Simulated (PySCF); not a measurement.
## TaBr⁻: frontier orbitals

MN15 at R = 2.611 Å; Ta def2-TZVPPD with ECP60, Br def2-TZVPPD; scalar-relativistic core potentials (PySCF 2.14). State: ⁴Δ (quartet), unpaired electrons π ↑↑, δ ↑. Only the outer orbitals are listed, counted within each symmetry, core potentials removing the inner ones.

```tsv
spin	orbital	occ.	ε (eV)	on Ta (%)	main shells (%)
α	9σ	1	-16.07	4	96 Br s
α	10σ	1	-5.19	24	75 Br p, 15 Ta s
α	5π	1	-4.31	11	89 Br p, 9 Ta d
α	5π	1	-4.31	11	89 Br p, 9 Ta d
α	11σ	1	-1.53	105	93 Ta s, 10 Ta d
α	2δ	1	-0.73	100	100 Ta d
α	6π	1	-0.49	92	87 Ta d
α	6π	1	-0.49	92	87 Ta d
α	12σ	0	3.03	100	57 Ta p, 43 Ta d
α	2δ	0	3.25	99	99 Ta d
α	7π	0	3.41	109	107 Ta p
β	9σ	1	-16.06	3	97 Br s
β	10σ	1	-5.01	18	81 Br p, 10 Ta s
β	5π	1	-4.11	5	95 Br p
β	5π	1	-4.11	5	95 Br p
β	11σ	1	-0.73	117	114 Ta s
β	12σ	0	3.39	103	67 Ta p, 36 Ta d
```

Task: Which are the highest filled and the lowest empty level, where do they sit, and how wide is the gap?

Result: Highest filled α 6π at -0.49 eV (in %: 87 Ta d); lowest empty α 12σ at 3.03 eV (in %: 57 Ta p, 43 Ta d); the gap at MN15 is 3.52 eV. An empty level above zero is unbound, and its energy depends on the basis.

| Item | Value |
| --- | --- |
| bond order (Mayer) | -0.01 |
| ⟨S²⟩ | 3.759 |
| charge on Ta (Mulliken, basis-dependent) | -0.87 |
| charge on Ta (Löwdin, basis-dependent) | -0.48 |
| dipole moment (positive dipole points towards Br; it is taken about the centre of mass and depends on that origin) | -0.49 D |

Shares are Mulliken populations and can fall outside 0 to 100 %.

Spin–orbit coupling is left out. With d or f electrons several states lie close, and the lowest PBE0 determinant need not be the measured ground state.
